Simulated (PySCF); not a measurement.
**Atomic charges against the basis set**

Compound: C2HBF2S2.
Structure used (PBE0-D3(BJ)/def2-SVP), in Å, numbered top down from 1:
```xyz
8
C2HBF2S2 angstrom
F     -2.6491    0.5373   -1.0528
B     -1.4426    0.2796   -0.5795
S     -0.7804   -1.3891   -0.4103
C      0.7502   -0.8646    0.2454
C      0.9418    0.4556    0.4037
F      2.0511    0.9813    0.8903
S     -0.3142    1.5923   -0.0439
H      1.5040   -1.6077    0.5079
```

PBE0 throughout (PySCF), one geometry, spherical d and f functions. Isolated species at its PBE0-D3(BJ)/def2-SVP geometry, gas phase. The first 7 of 8 kinds of atom are listed.

Mulliken charges (e):

| basis | functions | F1 | B2 | S3 | C4 | C5 | F6 | S7 |
| --- | --- | --- | --- | --- | --- | --- | --- | --- |
| STO-3G | 44 | -0.099 | +0.046 | +0.145 | -0.237 | -0.014 | -0.061 | +0.126 |
| 6-31G | 73 | -0.277 | +0.087 | +0.341 | -0.519 | +0.052 | -0.283 | +0.351 |
| pcSseg-0 | 73 | -0.281 | +0.606 | +0.049 | -0.490 | +0.028 | -0.309 | +0.089 |
| 6-31G* | 108 | -0.239 | +0.217 | +0.147 | -0.438 | +0.235 | -0.281 | +0.122 |
| cc-pVDZ | 111 | -0.074 | +0.154 | +0.022 | -0.140 | +0.100 | -0.138 | +0.005 |
| def2-SVP | 111 | -0.086 | +0.200 | -0.015 | -0.145 | +0.153 | -0.170 | -0.028 |
| aug-cc-pVDZ | 178 | -0.332 | +0.795 | -0.023 | +0.155 | +0.343 | -0.486 | -0.009 |
| 6-311+G(2d,p) | 211 | -0.301 | +0.515 | -0.108 | -0.057 | +0.152 | -0.268 | -0.083 |
| cc-pVTZ | 232 | -0.165 | +0.164 | +0.018 | -0.205 | +0.163 | -0.126 | +0.002 |
| def2-TZVP | 235 | -0.216 | +0.259 | -0.036 | -0.153 | +0.189 | -0.157 | -0.047 |
| IGLO-III | 273 | -0.351 | +0.311 | +0.142 | -0.264 | +0.137 | -0.225 | +0.141 |

IAO charges (e):

```csv
basis,functions,F1,B2,S3,C4,C5,F6,S7
STO-3G,44,-0.139,+0.002,+0.226,-0.346,-0.010,-0.074,+0.197
6-31G,73,-0.274,+0.148,+0.177,-0.336,+0.135,-0.212,+0.159
pcSseg-0,73,-0.257,+0.151,+0.166,-0.339,+0.127,-0.194,+0.143
6-31G*,108,-0.290,+0.188,+0.176,-0.352,+0.163,-0.228,+0.154
cc-pVDZ,111,-0.288,+0.187,+0.177,-0.354,+0.166,-0.229,+0.152
def2-SVP,111,-0.287,+0.180,+0.181,-0.349,+0.162,-0.229,+0.156
aug-cc-pVDZ,178,-0.298,+0.195,+0.180,-0.353,+0.169,-0.243,+0.158
"6-311+G(2d,p)",211,-0.301,+0.189,+0.190,-0.358,+0.164,-0.245,+0.168
cc-pVTZ,232,-0.300,+0.198,+0.183,-0.360,+0.169,-0.242,+0.160
def2-TZVP,235,-0.302,+0.194,+0.191,-0.363,+0.167,-0.245,+0.167
IGLO-III,273,-0.303,+0.188,+0.195,-0.362,+0.163,-0.246,+0.172
```

Hirshfeld charges (e):

| basis | functions | F1 | B2 | S3 | C4 | C5 | F6 | S7 |
| --- | --- | --- | --- | --- | --- | --- | --- | --- |
| STO-3G | 44 | -0.048 | +0.078 | +0.033 | -0.115 | +0.024 | -0.018 | +0.014 |
| 6-31G | 73 | -0.114 | +0.133 | +0.012 | -0.101 | +0.053 | -0.064 | +0.006 |
| pcSseg-0 | 73 | -0.115 | +0.124 | +0.026 | -0.109 | +0.049 | -0.058 | +0.017 |
| 6-31G* | 108 | -0.109 | +0.144 | -0.007 | -0.097 | +0.061 | -0.056 | -0.009 |
| cc-pVDZ | 111 | -0.111 | +0.123 | +0.016 | -0.106 | +0.052 | -0.049 | +0.010 |
| def2-SVP | 111 | -0.121 | +0.125 | +0.026 | -0.109 | +0.056 | -0.059 | +0.020 |
| aug-cc-pVDZ | 178 | -0.135 | +0.145 | +0.026 | -0.113 | +0.048 | -0.067 | +0.026 |
| 6-311+G(2d,p) | 211 | -0.141 | +0.147 | +0.028 | -0.111 | +0.047 | -0.070 | +0.029 |
| cc-pVTZ | 232 | -0.131 | +0.144 | +0.019 | -0.108 | +0.054 | -0.061 | +0.016 |
| def2-TZVP | 235 | -0.137 | +0.147 | +0.022 | -0.109 | +0.052 | -0.067 | +0.022 |
| IGLO-III | 273 | -0.144 | +0.144 | +0.036 | -0.115 | +0.047 | -0.072 | +0.036 |

ESP-fitted charges (e):

```csv
basis,functions,F1,B2,S3,C4,C5,F6,S7
STO-3G,44,-0.110,+0.302,-0.080,-0.239,+0.181,-0.065,-0.116
6-31G,73,-0.198,+0.398,-0.103,-0.362,+0.287,-0.158,-0.131
pcSseg-0,73,-0.215,+0.504,-0.151,-0.384,+0.312,-0.160,-0.181
6-31G*,108,-0.101,+0.220,-0.049,-0.343,+0.159,-0.077,-0.062
cc-pVDZ,111,-0.106,+0.188,-0.017,-0.362,+0.151,-0.078,-0.032
def2-SVP,111,-0.130,+0.234,-0.031,-0.360,+0.183,-0.099,-0.049
aug-cc-pVDZ,178,-0.116,+0.179,-0.010,-0.374,+0.175,-0.102,-0.020
"6-311+G(2d,p)",211,-0.118,+0.156,+0.012,-0.389,+0.161,-0.100,+0.003
cc-pVTZ,232,-0.124,+0.196,-0.015,-0.356,+0.157,-0.090,-0.023
def2-TZVP,235,-0.127,+0.189,-0.007,-0.370,+0.167,-0.098,-0.016
IGLO-III,273,-0.119,+0.165,+0.007,-0.376,+0.156,-0.097,-0.003
```

**Question.** Which scheme is steadiest as the basis changes?

**Answer.** Largest range over the bases for any column: Hirshfeld 0.10 e, IAO 0.20 e, ESP-fitted 0.35 e, Mulliken 0.75 e. Hirshfeld charges move least and Mulliken charges most, counted in e. Without the minimal STO-3G basis the ranges are Hirshfeld 0.04, IAO 0.05, ESP-fitted 0.35, Mulliken 0.71 e.

**Question.** How much do the charges still move between the two largest bases, def2-TZVP and IGLO-III?

**Answer.** At most, over all atoms: Mulliken 0.189 e, IAO 0.005 e, Hirshfeld 0.014 e, ESP-fitted 0.024 e.

**Question.** What do the same runs give for the total energy, the frontier levels and the dipole moment?

**Answer.** 
```csv
basis,energy (Eh),HOMO (eV),LUMO (eV),μ (D)
STO-3G,-1084.3911,-3.55,3.74,0.15
6-31G,-1097.0553,-7.22,-0.48,1.22
pcSseg-0,-1095.6002,-7.57,-0.70,1.01
6-31G*,-1097.1913,-6.84,-0.18,0.90
cc-pVDZ,-1097.2610,-6.90,-0.25,0.92
def2-SVP,-1096.7643,-7.01,-0.26,0.94
aug-cc-pVDZ,-1097.2846,-7.03,-0.60,1.03
"6-311+G(2d,p)",-1097.3570,-7.02,-0.64,1.06
cc-pVTZ,-1097.3865,-6.98,-0.47,1.02
def2-TZVP,-1097.3929,-7.00,-0.53,1.05
IGLO-III,-1097.3914,-6.98,-0.53,1.03
```

The dipole is fixed by the density alone, so its range of 1.07 D shows that the density itself changes with the basis, not only its division among atoms.
